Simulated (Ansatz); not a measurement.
`[SeH][SnH2][SeH]` + `C[SiH](F)Cl` → `C[Si](F)(Cl)[SeH]` + `[SeH][SnH3]` at 298.15 K and 1 bar (formal exchange of groups at the Se–Sn bond).

Program: Ansatz. Geometries: PBE0-D4/def2-TZVP. ΔE: electronic, gas phase. CCSD(T)/CBS is the MP2 limit (def2-TZVPP, def2-QZVPP) plus CCSD(T) − MP2 in def2-TZVPP, frozen cores. Elements past krypton have def2 core potentials. For Se, Sn outer-core shells are correlated without core-valence functions, which leaves a few kJ/mol of doubt a bond. Scalar relativity is left out up to krypton. One conformer a species, not always the lowest.

```
            species  CCSD(T)/CBS energy (Eh)  H − E (kJ/mol)  S (J/(mol·K))
 `[SeH][SnH2][SeH]`              -5017.88675            99.0          388.2
      `C[SiH](F)Cl`               -889.24457           149.3          318.0
`C[Si](F)(Cl)[SeH]`              -3289.98488           155.5          374.3
      `[SeH][SnH3]`              -2617.13827            89.3          315.0
```

H − E and S are ideal-gas, rigid-rotor, harmonic terms from PBE0-D4/def2-TZVP, for one conformer and one mirror image of each species. 1 Eh = 2625.50 kJ/mol, R = 8.31446 J/(mol·K).

Question: By hand: ΔE, ΔH, ΔS and ΔG.

Answer: ΔE = (-3289.98488) + (-2617.13827) − (-5017.88675) − (-889.24457) = 0.00817 Eh = 21.5 kJ/mol. Δ(H − E) = 155.5 + 89.3 − 99.0 − 149.3 = -3.5, so ΔH = 18.0 kJ/mol. ΔS = 374.3 + 315.0 − 388.2 − 318.0 = -16.9 J/(mol·K). ΔG = 18.0 − 298.15 × (-16.9)/1000 = 23.0 kJ/mol.

Question: By hand: the equilibrium constant, and the temperature at which ΔG would vanish if ΔH and ΔS stayed fixed.

Answer: log₁₀ K = −ΔG/(RT ln 10) = -4.0. ΔH and −TΔS have one sign here, so there is no such temperature.

ΔH outweighs TΔS. A doubt of 5 kJ/mol in ΔE shifts log₁₀ K by 0.9 here. Other conformers and mirror images would add mixing entropy, several J/(mol·K) or more a flexible species. Modes under 60 cm⁻¹, often nearly free rotors, make the harmonic entropy too high. These are equilibria of isolated gas molecules and say nothing of rates. Largest T1 diagnostic: 0.011 (customary marks: 0.02 for closed shells, 0.045 for open ones).
